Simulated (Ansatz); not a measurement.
Geometry optimisation, RKS PBE/def2-SVP in Ansatz.

The input (input.yaml):

```yaml
crystal:
  periodic: [false, false, false]
  atoms:
    - { symbol: Al, position_ang: [-1.417202, 0.55924, -0.180418] }
    - { symbol: Si, position_ang: [1.743217, -0.011207, 1.478059] }
    - { symbol: C, position_ang: [-1.049727, -0.412231, -1.834756] }
    - { symbol: F, position_ang: [-2.5577, -0.100357, 0.87383] }
    - { symbol: H, position_ang: [0.529718, 0.634123, 0.978126] }
    - { symbol: H, position_ang: [-0.778917, 1.883749, 0.280588] }
    - { symbol: H, position_ang: [2.915497, 0.575937, 0.745554] }
    - { symbol: H, position_ang: [1.855316, 0.237806, 2.953326] }
    - { symbol: H, position_ang: [1.673048, -1.489115, 1.213301] }
    - { symbol: H, position_ang: [-0.520651, -1.363393, -1.608304] }
    - { symbol: H, position_ang: [-1.98388, -0.682582, -2.369576] }
    - { symbol: H, position_ang: [-0.408819, 0.16793, -2.529728] }
basis:
  gaussian: { orbitals: def2-SVP }
hamiltonian:
  xc: pbe
relax:
  f_tol: 0.03
  max_steps: 50
```

Command:

```bash
$ ansatz run input.yaml --threads 2 --pin off --max-ram 3072MiB --backend cpu --events-out ev --progress --plain --runs-dir out
```

**Question.** Where does it end, and by what steps?

**Answer.** The forces met the threshold. After 22 steps the energy has fallen by 0.319 eV; F4 moved furthest, 1.35 Å.

```json
{"step": "0", "energy less start (eV)": "0.0000", "largest force component (eV/Å)": "0.907", "accepted": "yes"}
{"step": "1", "energy less start (eV)": "-0.1269", "largest force component (eV/Å)": "0.292", "accepted": "yes"}
{"step": "2", "energy less start (eV)": "-0.1808", "largest force component (eV/Å)": "0.274", "accepted": "yes"}
{"step": "3", "energy less start (eV)": "-0.2072", "largest force component (eV/Å)": "0.347", "accepted": "yes"}
{"step": "4", "energy less start (eV)": "-0.2171", "largest force component (eV/Å)": "0.151", "accepted": "yes"}
{"step": "5", "energy less start (eV)": "-0.2214", "largest force component (eV/Å)": "0.087", "accepted": "yes"}
{"step": "6", "energy less start (eV)": "-0.2248", "largest force component (eV/Å)": "0.063", "accepted": "yes"}
{"step": "7", "energy less start (eV)": "-0.2273", "largest force component (eV/Å)": "0.190", "accepted": "yes"}
{"step": "8", "energy less start (eV)": "-0.2323", "largest force component (eV/Å)": "0.169", "accepted": "yes"}
{"step": "9", "energy less start (eV)": "-0.2446", "largest force component (eV/Å)": "0.157", "accepted": "yes"}
{"step": "10", "energy less start (eV)": "-0.2565", "largest force component (eV/Å)": "0.251", "accepted": "yes"}
{"step": "11", "energy less start (eV)": "-0.2666", "largest force component (eV/Å)": "0.278", "accepted": "yes"}
{"step": "12", "energy less start (eV)": "-0.2837", "largest force component (eV/Å)": "0.375", "accepted": "yes"}
{"step": "13", "energy less start (eV)": "-0.2961", "largest force component (eV/Å)": "0.224", "accepted": "yes"}
{"step": "14", "energy less start (eV)": "-0.3056", "largest force component (eV/Å)": "0.125", "accepted": "yes"}
{"step": "15", "energy less start (eV)": "-0.3100", "largest force component (eV/Å)": "0.099", "accepted": "yes"}
{"step": "16", "energy less start (eV)": "-0.3146", "largest force component (eV/Å)": "0.079", "accepted": "yes"}
{"step": "17", "energy less start (eV)": "-0.3164", "largest force component (eV/Å)": "0.051", "accepted": "yes"}
{"step": "18", "energy less start (eV)": "-0.3176", "largest force component (eV/Å)": "0.054", "accepted": "yes"}
{"step": "19", "energy less start (eV)": "-0.3182", "largest force component (eV/Å)": "0.062", "accepted": "yes"}
{"step": "20", "energy less start (eV)": "-0.3183", "largest force component (eV/Å)": "0.068", "accepted": "yes"}
{"step": "21", "energy less start (eV)": "-0.3191", "largest force component (eV/Å)": "0.035", "accepted": "yes"}
{"step": "22", "energy less start (eV)": "-0.3193", "largest force component (eV/Å)": "0.011", "accepted": "yes"}
```

```xyz
12
Properties=species:S:1:pos:R:3
Al -1.143 0.532 -0.076
Si 1.605 -0.064 1.431
C -1.046 -0.361 -1.816
F -1.330 -0.447 1.308
H 0.901 0.630 0.265
H -1.396 2.091 0.167
H 3.054 0.291 1.252
H 1.075 0.495 2.711
H 1.402 -1.538 1.294
H -0.593 -1.371 -1.743
H -2.066 -0.489 -2.240
H -0.463 0.230 -2.554
```

Time of the run: 39 s on 2 threads of AMD EPYC 7R43 64-Core Processor (Zen 3) (shared host), peak memory 0.16 GiB.
